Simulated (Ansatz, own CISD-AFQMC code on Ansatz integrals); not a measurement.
C2H5N, SMILES `C=NC` (charge 0, multiplicity 1).

Cartesian coordinates (Å):
```xyz
8

C      1.2533    -0.3514    -0.0941
N      0.2536     0.0667    -0.7349
C     -0.9798     0.2909    -0.0106
H      1.2370    -0.5544     0.9856
H      2.1907    -0.5269    -0.6183
H     -1.7678    -0.3210    -0.4547
H     -1.2792     1.3338    -0.1350
H     -0.9077     0.0624     1.0619
```
Charge 0, spin multiplicity 1.

Frozen-core correlation energies in cc-pVDZ at a geometry from B3LYP-D3(BJ)/def2-TZVP, on an HF energy of -133.07276 Ha (<S^2> = 0.00). Wave-function levels are from Ansatz, the walk from an own CISD-AFQMC code on Ansatz integrals (time step 0.005/Ha, trial state from CCSD amplitudes, largest double 0.11).

```csv
level,correlation energy (mHa)
MP2,-443.1
CCSD,-479.1
CCSD(T),-494.6
```

What correlation energy does phaseless AFQMC give, and where does it lie among these levels?

-495.4 ± 0.4 mHa (one standard error). AFQMC minus each level: MP2 -52.3 mHa, CCSD -16.4 mHa, CCSD(T) -0.8 mHa.
